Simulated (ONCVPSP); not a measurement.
# palladium (Pd), ONCV: configuration errors across variants

ONCVPSP 4.0.1 input, shortened (lines: element, Z, core and valence counts, functional; n l f; lmax; l rc ep ncon nbas qcut; lloc lpopt rc5 dvloc0; l nproj debl; icmod fcfact rcfact), PW91, fully relativistic:

```
  Pd 46.00    6    3  -109134      upf
    1    0    2.00
    2    0    2.00
    2    1    6.00
    3    0    2.00
    3    1    6.00
    3    2   10.00
    4    0    2.00
    4    1    6.00
    4    2   10.00
    2
    0    1.10    0.00    4    9    7.10
    1    1.40    0.00    4    9    8.80
    2    1.25    0.00    5    9    8.10
    4    5    0.95    0.00
    0    2    1.30
    1    1    0.80
    2    3    2.40
    3    4.75    1.35
```

Open shells are filled in proportion to 2j + 1.

In the s channel the program set the typed energies aside and used -3.137, 0.250 Ha.

All-electron excitation energies from the reference (eV): (1) 4s2 4p6 4d9 9.190; (2) 4s2 4p6 4d8 30.085; (3) 4s1 4p6 4d10 91.635.

2 further variants failed, have other tests or another functional or relativity, and are left out.

A true bound ghost makes a file unfit for plane-wave use even where its test errors are small: the radial tests pick states by their node count and pass the ghost by.

Errors AE − PS in meV (a dash: test not solved or not reliable):

```tsv
change	(1)	(2)	(3)	bound ghosts	GHOST(+) flags above zero
base	+0.3	+1.5	-32	d5/2	s, d5/2, d3/2
local potential polynomial inside 0.95 bohr (lpopt 5, dvloc0 5 Ha)	+0.4	+1.5	-34	d5/2, d3/2	s, d5/2, d3/2
core correction Teter function, fcfact 4.75, rcfact 2.06	-2.3	-18	-39	d5/2	s, d5/2, d3/2
local potential polynomial inside 1.00 bohr (lpopt 5, dvloc0 0 Ha)	+0.3	+1.5	-33	d5/2, d3/2	s, d5/2, d3/2
core correction Teter function, fcfact 4.2, rcfact 1.35	+0.3	+1.5	-32	d5/2	s, d5/2, d3/2
d: qcut 11.8	+0.3	+1.5	-29	none	s, d5/2, d3/2
p: rc 1.64	+0.3	+2.0	-26	d5/2	s, d5/2, d3/2
```

Question: Give the same row for: s: qcut 7.7.

Answer: +0.3, +1.5, -19; bound ghosts: d5/2; GHOST(+) flags above zero: s, d5/2, d3/2.
